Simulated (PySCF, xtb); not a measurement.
PbI2, SMILES [I][Pb][I] (connectivity only; charge and spin as stated), neutral, multiplicity 1.

xtb with GFN2-xTB at its own geometry gives an orbital gap of 2.92 eV and a dipole moment of 8.36 D.

Geometry optimised at B3LYP-D3(BJ)/def2-SVP. The isomer is the one that the SMILES or the coordinates give; other isomers of the formula were not compared. The def2 effective core potentials stand for the cores of I, Pb; spin–orbit coupling is left out.

Question: What does PBE/def2-TZVPD (PySCF) give? (The exact figures need the calculation; the answer reports its results.)

Answer: gap 2.24 eV (levels -6.20 and -3.96 eV), dipole 3.54 D.
